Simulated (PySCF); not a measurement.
# Reading the logs of faulty runs: BFH5Si2

Calculated results; nothing here was measured. The program is PySCF 2.14.0, an open-source quantum chemistry code, run on an isolated molecule that a program drew, which may never have been made. The molecule is BFH5Si2 (charge 0, doublet), drawn as the SMILES string `FB([SiH2])[SiH3]`.

Each row is a Hartree-Fock (HF) and frozen-core CCSD(T) single point in the cc-pV(D+d)Z basis, meant for a local HF minimum. Run 1 is clean. Each other run has one planted mistake out of seven kinds, and not every kind appears here: one electron removed, one electron added, multiplicity raised by two, geometry at a saddle point, minimal basis STO-3G, one bond length entered in bohr, all coordinates scaled. The reference is restricted for singlets and unrestricted otherwise, and also for a bond in bohr. Adding or removing an electron swaps singlet and doublet. Electrons count all cores. HOMO and LUMO are orbital energies over both spins, the gradient is its largest component, and the lowest frequency (negative if imaginary) is given only where the gradient is small. Bond lengths are over the 8 bonds as drawn. T1 is the CCSD diagnostic: over 0.02 (restricted) or 0.045 (unrestricted) a single reference is doubtful.

Geometry of the clean run:
```xyz
9
BFH5Si2, angstrom
F    -2.0428    1.0928    0.4320
B    -0.7630    1.1199    0.8314
Si    0.2429   -0.6230    0.8575
Si    0.0456    2.9558    1.2856
H    -0.4925   -1.9047    0.9226
H     1.4971   -0.6683    1.6391
H     1.5061    2.8508    1.5225
H    -0.5949    3.4821    2.5177
H    -0.1919    3.9165    0.1797
```

| run | electrons | basis functions | <S^2> | HOMO (eV) | LUMO (eV) | gradient (hartree/bohr) | lowest frequency (cm^-1) | mean bond (Å) | longest bond (Å) | T1 | HF (hartree) | CCSD(T) (hartree) | mistake |
|---|---|---|---|---|---|---|---|---|---|---|---|---|---|
| 1 | 47 | 99 | 0.769 | -8.73 | 0.41 | 1.2e-05 | 50 | 1.6025 | 2.057 | 0.0180 | -704.89921 | -705.42189 | no fault |
| 2 | 48 | 99 | 0.000 | -1.19 | 7.26 | 3.8e-02 | - | 1.6025 | 2.057 | 0.0192 | -704.90949 | -705.47057 | one electron added |
| 3 | 47 | 99 | 1.615 | -8.67 | 0.21 | 8.5e-03 | - | 1.7677 | 2.806 | 0.0419 | -704.79242 | -705.30327 | one bond length entered in bohr |
| 4 | 47 | 33 | 0.762 | -5.73 | 5.72 | 3.4e-02 | - | 1.6025 | 2.057 | 0.0173 | -696.51131 | -696.69608 | minimal basis STO-3G |
| 5 | 47 | 99 | 3.772 | -6.21 | -1.65 | 3.5e-02 | - | 1.6025 | 2.057 | 0.0213 | -704.75861 | -705.27389 | ? |
| 6 | 47 | 99 | 0.770 | -8.67 | 0.55 | 1.7e-01 | - | 1.4455 | 1.855 | 0.0164 | -704.80230 | -705.32183 | ? |

**Which mistake was planted in run 5, and what did it cost?**

Electrons, basis and geometry are unchanged, and <S^2> is 3.772, beside S(S+1) = 3.75 for a multiplicity of 4. So the mistake is: multiplicity raised by two. Subtracting run 1 and multiplying by 627.51 kcal/mol a hartree, the energy moved by 88.2 kcal/mol in HF and 92.9 kcal/mol in CCSD(T).

**Which mistake was planted in run 6, and what did it cost?**

The mean and the longest bond both change by the same factor, 0.902, and the gradient is no longer small. So the mistake is: all coordinates scaled. Subtracting run 1 and multiplying by 627.51 kcal/mol a hartree, the energy moved by 60.8 kcal/mol in HF and 62.8 kcal/mol in CCSD(T).

